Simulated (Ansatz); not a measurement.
Mn(NH2)2 (MnN2H4). Total charge 0; sextet. Geometry r2SCAN-D4/def2-TZVP; atoms count from 1.

```xyz
7

Mn    0.0017   -0.0009   -0.0029
N    -0.0931   -1.8083    0.5185
H    -0.5407   -2.5538    0.0027
H     0.2961   -2.2059    1.3627
N     0.0926    1.8080   -0.5195
H     0.8214    2.2334   -1.0765
H    -0.5780    2.5275   -0.2849
```

Q: Estimate the Mulliken populations from the PBE0/def2-TZVP orbitals of Ansatz.

A: 
```tsv
atom	charge (e)	spin (α − β)	d electrons
Mn1	0.79	4.99	5.28
N2	-0.86	0.00	–
H3	0.23	0.00	–
H4	0.23	0.00	–
N5	-0.86	0.00	–
H6	0.23	0.00	–
H7	0.23	0.00	–
```
Mulliken values and Mayer orders depend strongly on the basis.

Q: Where does the spin sit?

A: Summed by element: Mn 4.99, N 0.00, H 0.01, of 5 unpaired in all. Largest on single atoms: Mn1 4.99, H6 0.00, H3 0.00.

Q: And the Mayer bond orders between bonded heavy atoms (over 0.3)?

A: Mn1–N2 0.89 (1.88 Å); Mn1–N5 0.89 (1.88 Å).
